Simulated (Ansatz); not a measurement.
A run of Ansatz (development build ahead of 0.2.0) on quintet ScSiH at this shape:

```yaml
atoms:
  - { symbol: Sc, position_ang: [0.0000, 0.0000, 0.0000] }
  - { symbol: H, position_ang: [0.0000, 2.2590, 0.8222] }
  - { symbol: Si, position_ang: [0.0000, -3.1581, 1.1494] }
```

Its results:

```yaml
Converged: yes
Total_energy: -1050.25177 hartree
Spin_squared_of_the_determinant: 6.004
Stability_test: minimum
```

**Question.** Which input gives this output? Name the method, the orbitals and the basis set, and write the input.

**Answer.** PBE (unrestricted) in pcseg-2.

```yaml
crystal:
  periodic: [false, false, false]
  atoms:
    - { symbol: Sc, position_ang: [0.0, 0.0, 0.0] }
    - { symbol: H, position_ang: [0.0, 2.259, 0.8222] }
    - { symbol: Si, position_ang: [0.0, -3.1581, 1.1494] }
basis:
  gaussian: { orbitals: pcseg-2 }
magnetization:
  spin_polarized: true
  initial_magnetization: 4
hamiltonian:
  xc: pbe
```

Caution: other spin multiplicities may lie lower.
